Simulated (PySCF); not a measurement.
Compound: C5H6F2O.
Geometry (GFN2-xTB, Å), atoms numbered from 1 in this order:
```xyz
14
C5H6F2O angstrom
F      2.4680   -0.9928    0.7688
C      1.9227    0.0858    0.1257
C      0.4468   -0.0512    0.0052
C     -0.3813   -0.9581    0.5049
C     -1.7861   -0.6118    0.1279
O     -1.6558    0.4915   -0.7704
C     -0.3833    0.9943   -0.7012
F     -0.3612    2.1662    0.0648
H      2.1803    0.9787    0.7094
H      2.3955    0.1461   -0.8626
H     -0.1301   -1.8180    1.0951
H     -2.3040   -1.4162   -0.4019
H     -2.3798   -0.3237    1.0050
H     -0.0325    1.3088   -1.6927
```

Method: TDDFT wB97X-D/def2-SVPD, vertical, gas phase, core orbitals frozen in the response (PySCF 2.14.0, density-fitted response routines).

Question: List the vertical singlet excitations with oscillator strengths and describe the spectrum.

Answer: 

```tsv
state	E (eV)	E (kJ/mol)	λ (nm)	f	main configurations (H = HOMO, L = LUMO)
S1	7.10	685	174.6	0.302	H→L (87%), H-1→L (8%)
S2	7.51	725	165.0	0.033	H-1→L (89%)
S3	7.85	757	158.0	0.0074	H→L+1 (85%)
S4	7.97	769	155.6	0.014	H-2→L (93%)
S5	8.45	815	146.7	0.0051	H→L+2 (67%), H-1→L+1 (9%)
S6	8.59	829	144.4	0.0074	H-3→L (85%)
S7	8.66	836	143.1	0.0089	H→L+3 (65%), H→L+2 (16%)
S8	8.81	850	140.8	0.0061	H-1→L+1 (40%), H-1→L+2 (15%), H→L+3 (10%)
```

Triplets, Tamm–Dancoff:

```tsv
state	E (eV)	λ (nm)	main configurations (H = HOMO, L = LUMO)
T1	4.50	275.7	H→L (89%)
T2	7.12	174.1	H-1→L (92%)
T3	7.62	162.6	H-2→L (93%)
```

The lowest singlet comes at 175 nm (685 kJ/mol) in the vacuum ultraviolet; it is strong; its leading configuration is HOMO→LUMO (87%). The lowest level is also the most intense of those listed (f = 0.302). Löwdin shares by element: HOMO carbon 75% or more (atoms not listed hold the other 25%); LUMO carbon 66% or more, hydrogen 6% or more (atoms not listed hold the other 28%). The oscillator strengths of these states sum to 0.383; summed over the whole spectrum of an exact calculation they would give the number of electrons, 62 (Thomas–Reiche–Kuhn). The listed states span 1.70 eV, and the widest gap between neighbours is 0.48 eV (S4 to S5). Weighted by f, the mean energy of these states is 7.29 eV. The window holds the lowest 8 singlets.

One conformer stands for the species.
